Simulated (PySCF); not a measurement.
# BBr: a composite coupled-cluster calculation

State: ¹Σ⁺, singlet, closed shell. De refers to B + Br. RHF-based CCSD(T) in PySCF 2.14 with B cc-pVTZ, Br cc-pVTZ-PP with ECP10 and B cc-pVQZ, Br cc-pVQZ-PP with ECP10 (frozen core orbitals: 10; scalar-relativistic core potentials). Correlation energies are extrapolated as n⁻³ (n = 3, 4), Hartree–Fock as (n+1)·exp(−9√n). CV is the change on freezing 4 orbitals instead, in B cc-pwCVTZ, Br cc-pwCVTZ-PP with ECP10.

| Level | Re (Å) | ωe (cm⁻¹) | ωexe (cm⁻¹) | αe (cm⁻¹) | De (eV) |
| --- | --- | --- | --- | --- | --- |
| CCSD(T)/TZ | 1.9007 | 684.5 | 3.62 | 0.00406 | 4.377 |
| CCSD(T)/QZ | 1.8976 | 682.2 | 3.64 | 0.00412 | 4.470 |
| HF/CBS | 1.8958 | 685.9 | 3.81 | 0.00419 | 3.035 |
| MP2/CBS | 1.8807 | 700.2 | 3.73 | 0.00418 | 4.678 |
| CCSD/CBS | 1.8941 | 685.7 | 3.65 | 0.00412 | 4.335 |
| CCSD(T)/CBS | 1.8968 | 680.8 | 3.64 | 0.00414 | 4.536 |
| CCSD(T)/CBS+CV | 1.8863 | 687.6 | 3.68 | 0.00420 | 4.582 |

Problem. How much is left between CCSD(T)/QZ and the basis-set limit, and how much do the triples give at the limit?

Solution. CCSD(T)/CBS less CCSD(T)/QZ: -0.8 mÅ in Re, -1.4 cm⁻¹ in ωe and +0.066 eV in De. CCSD(T)/CBS less CCSD/CBS: +2.7 mÅ in Re, -4.9 cm⁻¹ in ωe and +0.201 eV in De.

Problem. What do the later terms add?

Solution. CV: -10.5 mÅ in Re, +6.8 cm⁻¹ in ωe and +0.046 eV in De, each against the row above.

The T1 diagnostic is 0.019. The open-shell atoms are computed with UHF. Spin–orbit coupling, excitations beyond (T) and corrections to the Born–Oppenheimer picture are left out.

The whole job (state search and all basis sets along the bond) took about 6.9 min on 4 threads of Arm Neoverse V2 (shared host), peak memory 4.4 GiB.
